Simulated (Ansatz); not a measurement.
A search over several starts for the lowest SCF solution of the cluster Be2Se2 at the given spin, in a small basis.

```yaml
crystal:
  periodic: [false, false, false]
  atoms:
    - {symbol: Be, position_ang: [-0.057989, -0.275323, -1.015411]}
    - {symbol: Be, position_ang: [0.058102, 0.274787, 1.015560]}
    - {symbol: Se, position_ang: [-1.761216, -0.218053, 0.159738]}
    - {symbol: Se, position_ang: [1.761113, 0.218590, -0.159888]}
basis:
  gaussian: {orbitals: def2-SVP}
hamiltonian: {xc: pbe0, dispersion: d4}
output: {orbitals: {seedname: orbitals}}
```

```sh
$ ansatz run in.yaml --threads 4 --pin off --events-out ev --progress --plain --max-ram 3916MiB
```

It prints (some lines left out):

```
Functional definition: PBE0
870 factors; integrals over basis functions are off by at most 2.2e-4 eV
mean field evaluation 1: about -131470.2013 eV, gradient 1.6e1 eV
mean field evaluation 2: about -131470.4717 eV, gradient 1.7e1 eV
mean field evaluation 4: about -131471.2805 eV, gradient 4.9e-1 eV
mean field evaluation 8: about -131471.3761 eV, gradient 4.3e-2 eV
mean field evaluation 16: about -131471.3761 eV, gradient 2.4e-5 eV
mean field -131471.37609504 eV, -4831.4839569934 hartree, gradient 2.4e-5 eV, S^2 0.000000; 0 other end points of the search recorded, 0 dependent functions left out
reference -131471.37612184 eV, -4831.4839579784 hartree; 38, 38 occupied and 44, 44 virtual orbitals, 870 factors
Total energy: -131471.48161617 eV, -4831.4878348235 hartree
```

Hardware: 4 threads of Arm Neoverse V2 on a shared host. Wall time 0.8 s.

The structure comes from a short search, and lower isomers may exist.
